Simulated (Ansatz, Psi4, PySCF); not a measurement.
Cl2Pb, triplet, geometry from GFN2-xTB (such geometries of metal compounds can be far from the true shape) (the spin is typed, not shown lowest) (core potentials on Pb). Base run: PBE0/def2-SVP (PySCF).

Input for PySCF:
```python
from pyscf import gto, scf, dft

mol = gto.Mole()
mol.atom = '''
    Pb    0.01144871   -0.01642557    0.68658980
    Cl    0.85286476    1.01583236   -1.64722030
    Cl   -0.90808794   -0.93660315   -1.66456578
'''
mol.basis = 'def2-svp'
mol.ecp = {'Pb': 'def2-svp'}
mol.spin = 2
mol.verbose = 4
mol.build()

mf = dft.UKS(mol)
mf.xc = 'pbe0'
mf.kernel()
```

The same geometry, method and basis name were run in Ansatz (an electronic-structure program) and Psi4 and PySCF, at each program's defaults and at the settings that a row names. The base is PySCF at its defaults. Differences at the defaults can come from grids, fitting, cores and function types together.

```json
[
 {"code and settings": "PySCF, defaults (exact integrals, its default grid, spherical functions)", "ΔE vs base (µEh)": "0.0", "basis functions": "62", "E (Eh)": "-1112.68630", "SCF cycles": "13", "dipole (D)": "3.46"},
 {"code and settings": "Psi4, defaults (density fitting with its default set, its default grid, spherical functions)", "ΔE vs base (µEh)": "10.7", "basis functions": "62", "E (Eh)": "-1112.68629", "SCF cycles": "10", "dipole (D)": "3.46"},
 {"code and settings": "Ansatz, defaults (factorised integrals, its default grid, spherical functions)", "ΔE vs base (µEh)": "1.6", "basis functions": "62", "E (Eh)": "-1112.68629", "SCF cycles": "-", "dipole (D)": "-"},
 {"code and settings": "PySCF, density fitting with def2-universal-jkfit", "ΔE vs base (µEh)": "17.7", "basis functions": "62", "E (Eh)": "-1112.68628", "SCF cycles": "13", "dipole (D)": "3.46"},
 {"code and settings": "PySCF, fine grid", "ΔE vs base (µEh)": "-2.0", "basis functions": "62", "E (Eh)": "-1112.68630", "SCF cycles": "12", "dipole (D)": "3.46"},
 {"code and settings": "Psi4, exact integrals, spherical functions, fine grid", "ΔE vs base (µEh)": "1.8", "basis functions": "62", "E (Eh)": "-1112.68629", "SCF cycles": "13", "dipole (D)": "3.46"},
 {"code and settings": "Ansatz, high accuracy", "ΔE vs base (µEh)": "-0.5", "basis functions": "62", "E (Eh)": "-1112.68630", "SCF cycles": "-", "dipole (D)": "-"}
]
```

Open shells are given as the SCF converged; they aren't shown to be the lowest states, and a large step between rows can be another state.
